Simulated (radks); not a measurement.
All-electron atom: Ar II in [Ne] 3s1 3p5 4f1 (not the ground configuration).

Method: scalar-relativistic Kohn-Sham, RPBE, spin-unpolarised, spherical densities, point nucleus; computed with a radial shooting solver on a logarithmic mesh with Libxc functionals.

Energy parts (hartree):
| part | energy |
|---|---|
| total | -527.31279 |
| kinetic | 530.12016 |
| electron-nucleus | -1243.35007 |
| Hartree | 216.01329 |
| exchange-correlation | -30.09617 |

Orbitals (lengths in bohr, moments of r in powers of bohr; r(max) is where P^2 peaks; r(90%) holds 90 % of the orbital's charge):
[
 {"orbital": "1s", "occ.": "2", "eigenvalue (hartree)": "-115.7431", "<r^2>": "0.009881", "r(max)": "0.05604", "<r^4>": "0.0002520", "r(90%)": "0.153"},
 {"orbital": "2s", "occ.": "2", "eigenvalue (hartree)": "-11.93733", "<r^2>": "0.2026", "r(max)": "0.3384", "<r^4>": "0.07351", "r(90%)": "0.645"},
 {"orbital": "2p", "occ.": "6", "eigenvalue (hartree)": "-9.46606", "<r^2>": "0.1755", "r(max)": "0.2809", "<r^4>": "0.06506", "r(90%)": "0.622"},
 {"orbital": "3s", "occ.": "1", "eigenvalue (hartree)": "-1.75015", "<r^2>": "2.020", "r(max)": "1.149", "<r^4>": "6.539", "r(90%)": "1.98"},
 {"orbital": "3p", "occ.": "5", "eigenvalue (hartree)": "-1.19114", "<r^2>": "2.500", "r(max)": "1.229", "<r^4>": "10.70", "r(90%)": "2.24"},
 {"orbital": "3d", "occ.": "0", "eigenvalue (hartree)": "-0.42834", "<r^2>": "5.127", "r(max)": "1.470", "<r^4>": "56.37", "r(90%)": "3.38"},
 {"orbital": "4s", "occ.": "0", "eigenvalue (hartree)": "-0.38608", "<r^2>": "15.38", "r(max)": "3.286", "<r^4>": "359.0", "r(90%)": "5.39"},
 {"orbital": "4p", "occ.": "0", "eigenvalue (hartree)": "-0.27577", "<r^2>": "22.69", "r(max)": "3.810", "<r^4>": "797.2", "r(90%)": "6.62"},
 {"orbital": "4f", "occ.": "1", "eigenvalue (hartree)": "-0.09226", "<r^2>": "82.74", "r(max)": "7.984", "<r^4>": "9989", "r(90%)": "12.4"}
]

The highest occupied level is 4f at -2.510 eV. The configuration is held as typed, so some empty levels lie below it. Summed over all electrons, <r^2> = 98.73 bohr^2, which gives a Langevin (diamagnetic) susceptibility term of -78.2 x 10^-6 cm^3/mol. The density falls to 0.001 e/bohr^3 at r = 3.28 bohr.
